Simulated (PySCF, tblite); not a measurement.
Isomers of C7H9FN (doublet state). Level: GFN2-xTB in tblite, geometry and Hessian alike; calculated harmonic values, unscaled, isolated species. This tight-binding method is rough: wavenumbers can miss measured ones by several per cent, in bad cases by 10 to 20. One conformer each. Open shells enter through the occupations alone, without spin polarisation, and single modes of such species can be off by tens of per cent.

Electronic energies: B3LYP/pcH-1 single points on the GFN2-xTB geometries (PySCF, gas phase).

```csv
SMILES,"electronic energy, lowest = 0 (kcal/mol)"
C[C@@H]1C=CC(N)=C[C]1F,2.4
CC1=C(F)C=C(N)C[CH]1,0.0
[H]/N=C(\C=C\[CH]F)C1CC1,33.1
C/C([CH]F)=C(/C)CC#N,18.6
CC1=C(F)C=C(N)[CH]C1,1.8
```

**Question.** How do GFN2-xTB zero-point energies change the relative energies?

**Answer.** 
```csv
SMILES,ZPE (kcal/mol),of it from modes above 1550 cm⁻¹,electronic (kcal/mol),"with ZPE, lowest = 0 (kcal/mol)",lowest mode (cm⁻¹),rings
CC1=C(F)C=C(N)C[CH]1,88.9,44.4,0.0,0.0,78,1
CC1=C(F)C=C(N)[CH]C1,88.8,44.3,1.8,1.6,83,1
C[C@@H]1C=CC(N)=C[C]1F,89.4,42.5,2.4,2.9,62,1
C/C([CH]F)=C(/C)CC#N,87.9,42.2,18.6,17.5,47,0
[H]/N=C(\C=C\[CH]F)C1CC1,88.4,42.4,33.1,32.5,37,1
```

The zero-point energies span 1.5 kcal/mol, from `C/C([CH]F)=C(/C)CC#N` to `C[C@@H]1C=CC(N)=C[C]1F`. The order is unchanged.

**Question.** And how do the electronic energies of GFN2-xTB itself compare?

**Answer.** `CC1=C(F)C=C(N)C[CH]1` 0.0; `CC1=C(F)C=C(N)[CH]C1` 2.1; `C[C@@H]1C=CC(N)=C[C]1F` 2.1; `C/C([CH]F)=C(/C)CC#N` 30.9; `[H]/N=C(\C=C\[CH]F)C1CC1` 39.9 kcal/mol, lowest = 0. Against the energies above, taken from the same isomer `CC1=C(F)C=C(N)C[CH]1`, the largest difference is 12.3 kcal/mol.

**Question.** What do entropy and thermal enthalpy add at 298.15 K and 1 bar (rigid rotor, harmonic oscillator, one conformer each)?

**Answer.** 
| SMILES | point group | symmetry number | S (cal/(mol K)) | H − H(0) (kcal/mol) | ZPE + H − H(0) − TS (kcal/mol) |
| --- | --- | --- | --- | --- | --- |
| C[C@@H]1C=CC(N)=C[C]1F | C1 | 1 | 92.6 | 6.22 | 68.1 |
| C/C([CH]F)=C(/C)CC#N | C1 | 1 | 101.6 | 7.15 | 64.7 |
| [H]/N=C(\C=C\[CH]F)C1CC1 | Cs | 1 | 99.1 | 6.55 | 65.4 |

S holds R ln(2S + 1) for the spin.

Not tabulated: `CC1=C(F)C=C(N)C[CH]1` (point group not settled); `CC1=C(F)C=C(N)[CH]C1` (point group not settled).
